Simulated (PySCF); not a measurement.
**Relaxation of triplet Ge(OH)₂**

Level of theory: UPBE0/[Ge def2-SVP, O def2-SVP, H def2-SVP], no relativity, density fitting, PySCF. A (50,194) grid was used.

A hand-made linear (heavy-atom frame) start, of C2h symmetry, held to at least that symmetry:

```xyz
5
charge 0 multiplicity 3, angstrom
Ge    0.0000    0.0000    0.0000
O     0.0000    0.0000    1.8400
O     0.0000    0.0000   -1.8400
H    -0.7354    0.0000    2.4571
H     0.7354    0.0000   -2.4571
```

**Question.** What does it relax to?

**Answer.** It ends at C2h with Ge–O 1.851 Å (×2), O–H 0.970 Å (×2); Ge–O–H 107.3° (×2), O–Ge–O 180.0°. A frequency run shows 1 imaginary mode, down to 207i cm⁻¹, so it is a saddle point.

**Question.** How much energy is released, and in how many steps?

**Answer.** 31.2 kJ/mol in 6 steps.

At this level a singlet minimum of C2v symmetry lies 340 kJ/mol below this structure.

The relaxation took roughly 25 core-seconds on a shared host.
